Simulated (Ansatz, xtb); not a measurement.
CH7SbSi+: 5 structures ranked

5 gas-phase structures of CH7SbSi+, found in a search over its isomers (lower ones may exist). Each was relaxed with GFN2-xTB:

A. the doublet with the links of `[CH3][SbH2+][SiH2]`
B. the doublet with the links of `C[SiH][SbH3+]`
C. the doublet with the links of `[CH2][SiH2][SbH3+]`
D. a doublet given by its coordinates
E. the doublet with the links of `[CH2][SbH2+][SiH3]`

D (Å):

```yaml
atoms:
  - { symbol: C, position_ang: [-0.6978, 0.9688, 0.1571] }
  - { symbol: Sb, position_ang: [0.9651, 0.6666, 1.4870] }
  - { symbol: Si, position_ang: [-0.8757, -0.5237, -1.1046] }
  - { symbol: H, position_ang: [-0.5435, 1.9026, -0.3803] }
  - { symbol: H, position_ang: [-2.0814, -0.0928, -1.8184] }
  - { symbol: H, position_ang: [0.3435, -0.5357, -1.9108] }
  - { symbol: H, position_ang: [-1.0424, -1.7373, -0.3056] }
  - { symbol: H, position_ang: [-1.5997, 1.0729, 0.7572] }
  - { symbol: H, position_ang: [0.6889, -0.8707, 2.1356] }
  - { symbol: H, position_ang: [2.2454, 0.2595, 0.4600] }
```

Close contacts (Å): C1–Sb2 2.15, C1–Si3 1.96, C1–H4 1.09, C1–H8 1.09, Sb2–H9 1.69, Sb2–H10 1.69, Si3–H5 1.47, Si3–H6 1.46, Si3–H7 1.46.

Problem. Make a reasoned guess at their ranking by r2SCAN-D4/def2-SVP single-point energy.

Solution. Calculated order at r2SCAN-D4/def2-SVP: B (0.000), D (0.089), A (0.093), C (0.517), E (0.854) eV. Less than 1 kcal/mol parts D and A, so the order within that pair means little.

Energies above the lowest of each column, in eV; the last columns are at PBE0-D3(BJ)/def2-SVP geometries (a dash: not run or not comparable):

```csv
structure,GFN2-xTB,HF/STO-3G,r2SCAN-D4/def2-SVP,PBE0-D3(BJ)/def2-SVP,CCSD(T)/def2-SVP + ΔMP2/def2-TZVPP
B,0.023,0.161,0.000,0.000,0.000
D,0.000,0.446,0.089,0.311,0.117
A,0.003,0.000,0.093,0.160,0.039
C,0.951,0.610,0.517,0.639,–
E,1.049,0.466,0.854,1.022,–
```

CCSD(T)/def2-SVP + ΔMP2/def2-TZVPP puts B lowest of those it was run on, with A within 1 kcal/mol; GFN2-xTB picks D. CCSD(T)/def2-SVP + ΔMP2/def2-TZVPP orders those it was run on as B (0.000), A (0.039), D (0.117) eV. Less than 1 kcal/mol parts B and A, so the order within that pair means little. Some further structures that were screened fall inside this span and aren't listed. Flexible structures stand in one conformer each, not always the lowest. Frequencies (PBE0-D3(BJ)/def2-SVP) were run for A, B, D alone. Open shells are spin-unrestricted. Atoms past krypton carry core potentials in the def2 sets, without spin–orbit terms. ΔMP2 is the change of the MP2 energy from the smaller to the larger basis.

Over these structures GFN2-xTB departs from r2SCAN-D4/def2-SVP by 0.176 eV on average once a common shift is removed. A GFN2-xTB relaxation took about 0.21 s and the r2SCAN-D4/def2-SVP energy about 3 s on a shared host (Ansatz 0.2.0, xtb 6.7.1).
